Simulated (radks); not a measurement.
Fractional charge and spin in the 5p shell of neodymium: the spin-up occupation runs from 2 to 3 and the spin-down occupation from 2 to 3; the fullest corner is Nd3+, [Kr] 4d10 4f(up 1.5, down 1.5) 5s2 5p(up 3, down 3). All-electron calculation, scalar-relativistic Kohn-Sham, PBE, spin-polarised, spherical densities, point nucleus. Program: a radial shooting solver on a logarithmic mesh with Libxc functionals. Energy (eV) above the fullest corner. The planes named below are the two flat planes that join the four corners, with an edge along up + down = one added electron.

down \ up,2,2.25,2.5,2.75,3
2,122.051,103.865,86.498,69.944,54.197
2.25,103.865,86.560,70.064,54.373,39.480
2.5,86.498,70.064,54.432,39.595,25.546
2.75,69.944,54.373,39.595,25.602,12.389
3,54.197,39.480,25.546,12.389,0.000

Corners above the fullest one (they belong to Nd4+ and the next ion): (up 3, down 2) 54.197 eV, (up 2, down 3) 54.197 eV, (up 2, down 2) 122.05 eV. With half an added electron in each spin the energy lies 0.235 eV from the planes, and with half an added electron in spin up alone -1.626 eV. The planes are only a guide here: the flat-plane condition holds for ground states with one frontier orbital, while this shell lies below other occupied shells, so the corners above the fullest one are inner-hole states and not the ground states of those ions.
